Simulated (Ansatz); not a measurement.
## Cost against result

Saddle point of SiAsH7O, singlet (SiH₄O ([OH][SiH3]) + AsH₃ → SiAsH₅ ([SiH3][AsH2]) + H₂O; bonds formed: Si1–As7, O2–H6; bonds broken: Si1–O2, H6–As7), PBE0-D4/def2-TZVP structure:

```
atom    x (Å)    y (Å)    z (Å)
 Si1  -0.3654   0.8471  -0.7951
  O2  -0.7937   0.4203   0.9242
  H3  -1.1644   0.1459  -1.8173
  H4  -1.0318   2.1827  -0.6187
  H5   1.0290   1.1980  -1.1458
  H6  -0.1504  -0.4232   0.9607
 As7   0.9229  -1.6381  -0.3718
  H8  -0.7286   1.0989   1.6166
  H9   2.0334  -1.2665   0.6076
 H10   0.2490  -2.5654   0.6396
```

Barriers are electronic and count from the start structure reached by relaxing down the imaginary mode.

Computed with Ansatz 0.2.0 (basis: as named in each row); correlated methods freeze the cores. Filled d shells of the heavier atoms are correlated. The def2 sets are not built for correlating such inner shells, so the correlated values are less sure here. B3LYP uses VWN-RPA correlation. Extrapolation: Hartree–Fock as exp(−7.88 √X), correlation as X^−2.97.

Times are rough, for one single point on 4 threads of a shared host (Arm Neoverse V2).

The estimate by CCSD(T) at an estimated basis limit (MP2 extrapolated from triple and quadruple zeta, plus CCSD(T) − MP2 in triple zeta) is 2.033 eV.

| method | basis | time (s) | barrier (eV) | method less estimate |
| --- | --- | --- | --- | --- |
| HF | STO-3G | under 1 | 2.913 | 0.881 |
| PBE-D4 | STO-3G | under 1 | 1.411 | -0.621 |
| SPW92 | def2-SVP | under 1 | 1.179 | -0.854 |
| PBE-D4 | def2-SVP | under 1 | 1.542 | -0.491 |
| B3LYP-D4 | 6-31G | under 1 | 1.474 | -0.558 |
| PBE0-D4 | def2-SVP | 1 | 1.727 | -0.306 |
| SPW92 | def2-TZVPP | 1 | 1.289 | -0.743 |
| PBE-D4 | def2-TZVPP | 2 | 1.624 | -0.409 |
| BLYP-D4 | def2-TZVPP | 2 | 1.881 | -0.152 |
| BHLYP-D4 | def2-TZVPP | 2 | 2.205 | 0.172 |
| B3LYP-D4 | def2-TZVPP | 2 | 2.003 | -0.030 |
| PBE0-D4 | def2-TZVPP | 2 | 1.798 | -0.235 |
| CAM-B3LYP-D4 | def2-TZVPP | 2 | 2.101 | 0.069 |
| r2SCAN-D4 | def2-TZVPP | 3 | 1.845 | -0.188 |
| CCSD(T) | def2-SVP | 4 | 2.211 | 0.179 |
| RPA on PBE | def2-TZVPP | 4 | 2.185 | 0.152 |
| r2SCAN0-D4 | def2-TZVPP | 4 | 1.926 | -0.106 |
| wB97M-V | def2-SVP | 4 | 1.875 | -0.158 |
| B2PLYP | def2-TZVPP | 4 | 2.086 | 0.054 |
| PBE-QIDH | def2-TZVPP | 4 | 1.965 | -0.068 |
| wB97X-V | def2-TZVPP | 6 | 2.091 | 0.059 |
| B97M-V | def2-TZVPP | 7 | 2.084 | 0.051 |
| wB97M-V | def2-TZVPP | 7 | 1.979 | -0.054 |
| MP2 | def2-QZVPP | 18 | 1.987 | -0.045 |
| CCSD(T) | def2-TZVPP | 86 | 2.107 | 0.075 |

All methods are single points on the PBE0-D4 structures.

No T1 diagnostic of these runs exceeds 0.013.

Labels in which every atom is bracketed show which atoms are joined, not bond orders.
